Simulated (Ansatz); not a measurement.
C4H10Si2, SMILES C=C1CC[Si@H]1[SiH3].

Coordinates come from a B3LYP-D3(BJ)/def2-SVP optimisation. The geometry has at least one imaginary mode, so it is a saddle point at that level. The structure was generated by enumeration; whether it is a known compound was not checked.

Two levels are set side by side: PBE/def2-SVPD (Ansatz, a quantum-chemistry and plane-wave program) and CAM-B3LYP/def2-SVPD (Ansatz). Energy differences of separate SCF runs at the same geometry; the states with an electron removed or added have multiplicity 2 and 2. Differences are taken from unrounded values.

| quantity | CAM-B3LYP | PBE | PBE minus CAM-B3LYP |
|---|---|---|---|
| vertical ionisation energy (eV) | 9.13 | 8.69 | -0.44 |
| vertical singlet–triplet gap (eV) | 3.89 | 3.85 | -0.04 |
